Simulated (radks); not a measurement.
Results of a calculation; reference values are marked as such.
Question: These are the eigenvalues of the occupied orbitals of an atom or ion with whole-number occupations (hartree). Code: a radial shooting solver on a logarithmic mesh with Libxc functionals. Model: Dirac Kohn-Sham, PBE, spin-unpolarised, spherical densities, finite nucleus; Fermi nuclear charge, rms radius of each element as measured or else 0.836 A^(1/3) + 0.57 fm.

orbital  eigenvalue
1s1/2     -1839.257
2s1/2     -303.7361
2p1/2     -288.4424
2p3/2     -262.8708
3s1/2     -67.51650
3p1/2     -60.88443
3p3/2     -55.63879
3d3/2     -44.18060
3d5/2     -43.03779
4s1/2     -13.78558
4p1/2     -11.20257
4p3/2     -10.03510
4d3/2      -5.77829
4d5/2      -5.56717
5s1/2      -2.05731
5p1/2      -1.34701
5p3/2      -1.18701
4f5/2      -0.56725
4f7/2      -0.53946
6s1/2      -0.34076
5d3/2      -0.31564
5d5/2      -0.30415

Which element is it, and in what charge state? The configuration may be excited. Open shells, if any, are shared by 2j + 1.

Answer: Z = 64, gadolinium, charge +1: Gd+ in [Xe] 4f7 5d1 6s1. The list shows which subshells hold electrons but not how many an open one holds; the 1s level, -1839.3 hartree, gives Z - s = 60.7 by -(Z - s)^2/2, which with screening and relativity narrows Z to a few neighbours, and the depths of the outer levels then fix element, charge and occupations together.
